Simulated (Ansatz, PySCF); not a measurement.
Ge2H6, SMILES [GeH3][GeH3] (connectivity only; charge and spin as stated), charge +1, multiplicity 2. Atoms are numbered in the order given.

```xyz
8

Ge     0.0000     0.0000    -1.4313
Ge     0.0000     0.0000     1.4313
H     -1.3099    -0.7570    -1.6257
H      1.3106    -0.7559    -1.6258
H     -0.0007     1.5130    -1.6259
H     -1.3099     0.7570     1.6257
H      1.3106     0.7559     1.6258
H     -0.0007    -1.5130     1.6259
```
Charge +1, spin multiplicity 2.

Geometry: B3LYP-D3(BJ)/def2-TZVP. The spin state was assumed, not searched.

Two levels are set side by side: PBE-D3(BJ)/def2-TZVP (Ansatz, a first-principles code) and B3LYP-D3(BJ)/def2-TZVP (Ansatz). Each level has its own optimised geometry; the coordinates shown are those of the second. Frequencies come from the Hessian of PySCF at each geometry. Differences are taken from unrounded values.

```json
[
 {"quantity": "mean bond length (Å)", "B3LYP-D3(BJ)": "1.716"},
 {"quantity": "bond Ge1–Ge2 (Å)", "B3LYP-D3(BJ)": "2.863"},
 {"quantity": "bond Ge1–H3 (Å)", "B3LYP-D3(BJ)": "1.525"},
 {"quantity": "bond Ge1–H4 (Å)", "B3LYP-D3(BJ)": "1.525"},
 {"quantity": "bond Ge1–H5 (Å)", "B3LYP-D3(BJ)": "1.525"},
 {"quantity": "bond Ge2–H6 (Å)", "B3LYP-D3(BJ)": "1.525"},
 {"quantity": "bond Ge2–H7 (Å)", "B3LYP-D3(BJ)": "1.525"},
 {"quantity": "bond Ge2–H8 (Å)", "B3LYP-D3(BJ)": "1.525"},
 {"quantity": "highest harmonic wavenumber (cm⁻¹)", "B3LYP-D3(BJ)": "2216"},
 {"quantity": "mean harmonic wavenumber (cm⁻¹)", "B3LYP-D3(BJ)": "1066"},
 {"quantity": "zero-point energy (kcal/mol)", "B3LYP-D3(BJ)": "27.43"}
]
```

Problem. What does PBE-D3(BJ) give, and how far is it from B3LYP-D3(BJ)? (An estimate is asked for; the answer gives what the named calculation found.)

Solution. 
| quantity | PBE-D3(BJ) | PBE-D3(BJ) minus B3LYP-D3(BJ) |
|---|---|---|
| mean bond length (Å) | 1.719 | 0.002 |
| bond Ge1–Ge2 (Å) | 2.820 | -0.042 |
| bond Ge1–H3 (Å) | 1.535 | 0.010 |
| bond Ge1–H4 (Å) | 1.535 | 0.010 |
| bond Ge1–H5 (Å) | 1.535 | 0.010 |
| bond Ge2–H6 (Å) | 1.535 | 0.010 |
| bond Ge2–H7 (Å) | 1.535 | 0.010 |
| bond Ge2–H8 (Å) | 1.535 | 0.010 |
| highest harmonic wavenumber (cm⁻¹) | 2166 | -50 |
| mean harmonic wavenumber (cm⁻¹) | 1033 | -33 |
| zero-point energy (kcal/mol) | 26.57 | -0.85 |
